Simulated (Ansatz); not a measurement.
`[CH3][Zn][NH2]` + H₂ → `[NH2][ZnH]` + CH₄  (hydrogenolysis of a Zn–C bond)

Computed with Ansatz on PBE0-D4/def2-TZVP structures; ΔE is electronic, products minus reactants. CCSD(T)/CBS adds triple-zeta CCSD(T) − MP2 to the extrapolated MP2 energy (def2 sets, frozen cores). This one scheme is used for every species. DFT in def2-TZVPP. For Zn outer-core shells are correlated without core-valence functions, which leaves a few kJ/mol of doubt a bond. Scalar relativity is left out up to krypton. One conformer a species, not always the lowest.

```csv
level,ΔE (kJ/mol),difference from CCSD(T)/CBS
B2PLYP,-44.3,-7.2
PBE-QIDH,-42.7,-5.6
PBE,-40.8,-3.7
revPBE,-42.4,-5.3
r2SCAN,-42.0,-4.9
r2SCAN0,-45.6,-8.5
MP2/def2-SVP,-42.8,-5.7
CCSD(T)/def2-SVP,-49.4,-12.3
SCS-MP2/def2-TZVPP,-40.2,-3.1
CCSD/CBS(def2),-41.8,-4.7
CCSD(T)/CBS,-37.1,0
```

Largest T1 diagnostic among the species: 0.016.

From PBE to PBE0 (25 % exact exchange), in def2-TZVPP and without D4, ΔE moves by −4.7 kJ/mol. The D4 term adds +3.8 kJ/mol with B3LYP and +2.1 kJ/mol with PBE0; it sums over pairs of atoms, weighted by their polarisabilities, and B3LYP, whose exchange is more repulsive, gets the larger term.

B3LYP here is the variant with VWN-RPA as its local correlation; programs differ in this.
